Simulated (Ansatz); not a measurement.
Ansatz (a program for electronic structure) input (RI-MP2/cc-pVTZ):
A basis named .json is the Basis Set Exchange file of that set.

Ansatz 0.2 input:
```yaml
crystal:
  periodic: [false, false, false]
  atoms:
    - {symbol: Ge, position_ang: [1.48916750, 0.16349463, 0.06461914]}
    - {symbol: C, position_ang: [-0.41074475, 0.02264813, -0.01753120]}
    - {symbol: C, position_ang: [-1.38811642, 0.97862649, -0.05535641]}
    - {symbol: C, position_ang: [-2.62692843, 0.27687570, -0.11155183]}
    - {symbol: C, position_ang: [-2.41848038, -1.10102204, -0.10854792]}
    - {symbol: O, position_ang: [-1.00583073, -1.21853631, -0.04842479]}
    - {symbol: H, position_ang: [1.91803831, 1.65364017, 0.08945260]}
    - {symbol: H, position_ang: [2.12891565, -0.49800814, 1.31957777]}
    - {symbol: H, position_ang: [2.23433137, -0.48741542, -1.13656015]}
    - {symbol: H, position_ang: [-1.21752733, 2.04677136, -0.04342820]}
    - {symbol: H, position_ang: [-3.60485226, 0.73870468, -0.15153188]}
basis:
  gaussian:
    orbitals: cc-pVTZ
    fitting: {mean_field: def2-universal-jkfit, correlation: cc-pVTZ-RIFIT.json}
total_charge: -1
magnetization: {spin_polarized: false}
correlation: {method: mp2, electrons: outside_noble_gas}
```

End of the output:

```
integrals: 0.37 GiB planned
733 factors; integrals over basis functions are off by at most 1.1e0 eV
0.65 GiB of device memory are held for the factors and their scratch space
mean field: 1.22 GiB planned
mean field evaluation 1: about -62708.5686 eV, gradient 3.2e1 eV
mean field evaluation 2: about -62711.1947 eV, gradient 1.9e1 eV
mean field evaluation 4: about -62712.1237 eV, gradient 1.4e0 eV
mean field evaluation 8: about -62712.1351 eV, gradient 2.1e-6 eV
mean field -62712.13508635 eV, -2304.6284566116 hartree, gradient 2.1e-6 eV, S^2 0.000000; 0 other end points of the search recorded, 0 dependent functions left out
19 core orbitals not correlated
721 factors; their error is unknown
reference -62712.13508635 eV, -2304.6284566116 hartree; 16, 16 occupied and 228, 228 virtual orbitals, 721 factors
second order -27.15991151 eV of doubles, -0.00000000 eV of singles
Total energy: -62739.29499786 eV, -2305.6265649498 hartree
```

It need not be the lowest isomer of its formula. Whether it binds its extra electron was not tested at this geometry.
